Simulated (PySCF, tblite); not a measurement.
Isomers of C5H11OSi (doublet state), one GFN2-xTB conformer each. Single-point energies are computed at B3LYP/pcH-1 (PySCF, gas phase, no added dispersion term), electronic only. GFN2-xTB treats the open shell by occupation alone, and not every SCF solution was tested for stability.

**Question.** Rank them by B3LYP/pcH-1 energy, lowest first (kcal/mol).
A. `[CH2:1]=[CH:2][O:3][SiH:4][CH2:5][CH2:6][CH3:7]` (doublet state) with C1–C2–O3–Si4 4°, C2–O3–Si4–C5 -172°, O3–Si4–C5–C6 64°, Si4–C5–C6–C7 -178°
B. `[OH:1][CH2:2][C@@H:3]1[CH2:4][CH:5][CH2:6][SiH2:7]1` (doublet state) with H–O1–C2–C3 -54°, O1–C2–C3–C4 -58°, C2–C3–C4–C5 -156°, C3–C4–C5–C6 48°, C4–C5–C6–Si7 -40°, C5–C6–Si7–C3 16°

**Answer.** A (0.0), B (22.3).

As drawn, the lower has an Si–O bond, which the higher lacks; the higher has an O–H bond, which the lower lacks. GFN2-xTB itself gives, in the same order: 0.0, 28.3. Both levels put the same isomer lowest.

**Question.** What happens when harmonic zero-point energies from GFN2-xTB frequencies are added?

**Answer.** 
```tsv
SMILES	ZPE (kcal/mol)	electronic (kcal/mol)	with ZPE (kcal/mol)
C=CO[SiH]CCC	92.1	0.0	0.0
OC[C@@H]1C[CH]C[SiH2]1	90.2	22.3	20.4
```

The zero-point energies span 1.9 kcal/mol. The order is unchanged.
